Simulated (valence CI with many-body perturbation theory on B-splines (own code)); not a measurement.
**Energy levels of Ho54+**

Computed by valence CI with perturbative core correlation (CI+MBPT): three valence electrons over a frozen Dirac-Fock core [Ne], a basis of 11 s, 11 p, 10 d, 8 f, 5 g, 2 h functions for each j, with the one-electron correlation potential Σ1, the two-electron term Σ2, the three-electron term Σ3, Breit, model QED; selected CI, second order for the rest, scaled by the run's own slope (own B-spline code, finite nucleus).

The last digits are not significant, and no measured levels were compared; by estimate large intervals hold to a few tenths of a per cent, small ones and those within an open d or f shell to about a per cent.

Levels 1 to 45 of 157, with energies above the lowest level, (3s^2 3p1/2) J=1/2. "Leading %" is the weight of the configuration and term that name the level; weights of strongly mixed levels are sums over their largest components and can fall short. In the jj column 3d3/2^4 stands for four electrons in 3d with j = 3/2.

| No. | Configuration | Term | J | E (Ry) | Leading % | g | Second component | Leading jj |
| --- | --- | --- | --- | --- | --- | --- | --- | --- |
| 1 | 3s²3p | ²P° | 1/2 | 0.000 | 100 | 0.651 |  | 3s^2 3p1/2 (100 %) |
| 2 | 3s3p² | ⁴P | 1/2 | 10.487 | 56 | 2.155 | 29 % 3s3p² ²S | 3s 3p1/2^2 (98 %) |
| 3 | 3s²3p | ²P° | 3/2 | 16.681 | 99 | 1.323 |  | 3s^2 3p3/2 (99 %) |
| 4 | 3s3p² | ⁴P | 3/2 | 25.268 | 90 | 1.640 | 7 % 3s3p² ²D | 3s 3p1/2 3p3/2 (99 %) |
| 5 | 3s3p² | ²D | 5/2 | 26.420 | 59 | 1.345 | 39 % 3s3p² ⁴P | 3s 3p1/2 3p3/2 (97 %) |
| 6 | 3s3p² | ²D | 3/2 | 27.845 | 53 | 0.961 | 27 % 3s3p² ²P | 3s 3p1/2 3p3/2 (82 %) |
| 7 | 3s3p² | ²P | 1/2 | 28.490 | 70 | 1.242 | 28 % 3s3p² ⁴P | 3s 3p1/2 3p3/2 (98 %) |
| 8 | 3s²3d | ²D | 3/2 | 31.774 | 82 | 0.828 | 10 % 3s3p² ²D | 3s^2 3d3/2 (82 %) |
| 9 | 3s²3d | ²D | 5/2 | 35.016 | 95 | 1.205 |  | 3s^2 3d5/2 (95 %) |
| 10 | 3p³ | ²P° | 3/2 | 38.237 | 33 | 1.162 | 21 % 3p³ ²D° | 3p1/2^2 3p3/2 (69 %) |
| 11 | 3s3p3d | ⁴F° | 3/2 | 39.234 | 68 | 0.622 | 9 % 3s3p3d ²D° | 3s 3p1/2 3d3/2 (81 %) |
| 12 | 3s3p3d | ⁴F° | 5/2 | 40.071 | 46 | 1.029 | 27 % 3s3p3d ²F° | 3s 3p1/2 3d3/2 (97 %) |
| 13 | 3s3p3d | ⁴D° | 1/2 | 41.766 | 60 | 0.386 | 33 % 3s3p3d ²P° | 3s 3p1/2 3d3/2 (98 %) |
| 14 | 3s3p3d | ⁴D° | 3/2 | 42.092 | 37 | 1.297 | 21 % 3s3p3d ⁴P° | 3s 3p1/2 3d3/2 (85 %) |
| 15 | 3s3p² | ⁴P | 5/2 | 42.835 | 57 | 1.417 | 41 % 3s3p² ²D | 3s 3p3/2^2 (97 %) |
| 16 | 3s3p3d | ⁴P° | 5/2 | 43.905 | 38 | 1.351 | 30 % 3s3p3d ⁴D° | 3s 3p1/2 3d5/2 (99 %) |
| 17 | 3s3p3d | ⁴F° | 7/2 | 44.744 | 46 | 1.243 | 30 % 3s3p3d ²F° | 3s 3p1/2 3d5/2 (97 %) |
| 18 | 3s3p² | ²S | 1/2 | 45.196 | 68 | 1.904 | 16 % 3s3p² ⁴P | 3s 3p3/2^2 (98 %) |
| 19 | 3s3p3d | ²F° | 5/2 | 45.442 | 51 | 1.041 | 19 % 3s3p3d ²D° | 3s 3p1/2 3d5/2 (96 %) |
| 20 | 3s3p² | ²P | 3/2 | 45.638 | 62 | 1.195 | 29 % 3s3p² ²D | 3s 3p3/2^2 (98 %) |
| 21 | 3s3p3d | ²D° | 3/2 | 45.792 | 38 | 1.114 | 34 % 3s3p3d ²P° | 3s 3p1/2 3d5/2 (85 %) |
| 22 | 3p²3d | ²D | 3/2 | 51.952 | 39 | 0.771 | 36 % 3p²3d ⁴F | 3p1/2^2 3d3/2 (99 %) |
| 23 | 3p³ | ²D° | 5/2 | 54.509 | 71 | 1.162 | 12 % 3s3p3d ²D° | 3p1/2 3p3/2^2 (71 %) |
| 24 | 3p³ | ⁴S° | 3/2 | 54.803 | 48 | 1.405 | 44 % 3p³ ²D° | 3p1/2 3p3/2^2 (92 %) |
| 25 | 3p³ | ²P° | 1/2 | 55.843 | 83 | 0.693 | 14 % 3s3p3d ²P° | 3p1/2 3p3/2^2 (83 %) |
| 26 | 3p²3d | ²D | 5/2 | 56.632 | 31 | 1.193 | 21 % 3p²3d ⁴D | 3p1/2^2 3d5/2 (97 %) |
| 27 | 3s3p3d | ⁴D° | 3/2 | 56.819 | 43 | 1.304 | 37 % 3s3p3d ⁴P° | 3s 3p3/2 3d3/2 (98 %) |
| 28 | 3s3p3d | ⁴P° | 1/2 | 56.922 | 83 | 2.224 | 14 % 3s3p3d ⁴D° | 3s 3p3/2 3d3/2 (97 %) |
| 29 | 3s3p3d | ⁴D° | 5/2 | 56.992 | 45 | 1.240 | 21 % 3s3p3d ⁴F° | 3s 3p3/2 3d3/2 (81 %) |
| 30 | 3s3p3d | ⁴F° | 7/2 | 57.232 | 41 | 1.249 | 31 % 3s3p3d ²F° | 3s 3p3/2 3d3/2 (90 %) |
| 31 | 3s3p3d | ²D° | 3/2 | 58.941 | 63 | 0.985 | 23 % 3s3p3d ⁴P° | 3s 3p3/2 3d3/2 (81 %) |
| 32 | 3s3p3d | ⁴F° | 9/2 | 59.286 | 100 | 1.323 |  | 3s 3p3/2 3d5/2 (100 %) |
| 33 | 3s3p3d | ²F° | 5/2 | 59.941 | 68 | 0.960 | 8 % 3s3p3d ⁴F° | 3s 3p3/2 3d3/2 (90 %) |
| 34 | 3s3p3d | ²P° | 1/2 | 60.242 | 67 | 0.608 | 20 % 3s3p3d ⁴D° | 3s 3p3/2 3d3/2 (86 %) |
| 35 | 3s3p3d | ²D° | 5/2 | 60.798 | 48 | 1.331 | 36 % 3s3p3d ⁴P° | 3s 3p3/2 3d5/2 (95 %) |
| 36 | 3s3p3d | ²F° | 7/2 | 61.440 | 66 | 1.221 | 29 % 3s3p3d ⁴D° | 3s 3p3/2 3d5/2 (91 %) |
| 37 | 3s3p3d | ²P° | 3/2 | 61.591 | 44 | 1.158 | 37 % 3s3p3d ²D° | 3s 3p3/2 3d5/2 (80 %) |
| 38 | 3s3p3d | ²F° | 7/2 | 62.629 | 72 | 1.197 | 20 % 3s3p3d ⁴D° | 3s 3p3/2 3d5/2 (98 %) |
| 39 | 3s3p3d | ²P° | 1/2 | 63.299 | 84 | 0.699 | 7 % 3p³ ²P° | 3s 3p3/2 3d5/2 (90 %) |
| 40 | 3s3p3d | ²P° | 3/2 | 63.950 | 78 | 1.302 | 7 % 3s3p3d ⁴P° | 3s 3p3/2 3d5/2 (98 %) |
| 41 | 3s3p3d | ²D° | 5/2 | 64.117 | 64 | 1.115 | 26 % 3s3p3d ²F° | 3s 3p3/2 3d5/2 (93 %) |
| 42 | 3p²3d | ²F | 5/2 | 66.953 | 51 | 0.938 | 35 % 3p²3d ⁴F | 3p1/2 3p3/2 3d3/2 (92 %) |
| 43 | 3p²3d | ⁴F | 3/2 | 67.461 | 40 | 0.913 | 24 % 3p²3d ⁴D | 3p1/2 3p3/2 3d3/2 (98 %) |
| 44 | 3p²3d | ⁴D | 1/2 | 67.641 | 81 | 0.165 | 16 % 3p²3d ²P | 3p1/2 3p3/2 3d3/2 (99 %) |
| 45 | 3p²3d | ²G | 7/2 | 67.875 | 48 | 1.033 | 27 % 3p²3d ²F | 3p1/2 3p3/2 3d3/2 (93 %) |

The ionisation energy to 3s² ¹S0 of the next ion comes out as 5259.3 eV (NIST: 5258 ± 5 eV (theoretical)). All 157 levels together are meant to be complete up to 188.867 Ry.
